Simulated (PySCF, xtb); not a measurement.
Al(Me)(OH) (CH4AlO), SMILES [CH3][Al][OH], multiplicity 2. Other conformers were not sampled.

Harmonic wavenumbers (cm⁻¹) from GFN2-xTB run with xtb at its own minimum, in rising order: 73, 108, 471, 493, 512, 528, 540, 867, 1265, 1451, 1455, 2941, 2946, 2947, 3691.

**Question.** What does PBE-D3(BJ)/def2-TZVP run with PySCF give at its own minimum? (An estimate is asked for; the answer gives what the named calculation found.)

**Answer.** 15, 182, 349, 563, 564, 601, 680, 793, 1133, 1385, 1396, 2961, 3042, 3072, 3790. Paired by order, the mean absolute difference is 84 cm⁻¹ and the zero-point energies are 29.0 and 29.3 kcal/mol.
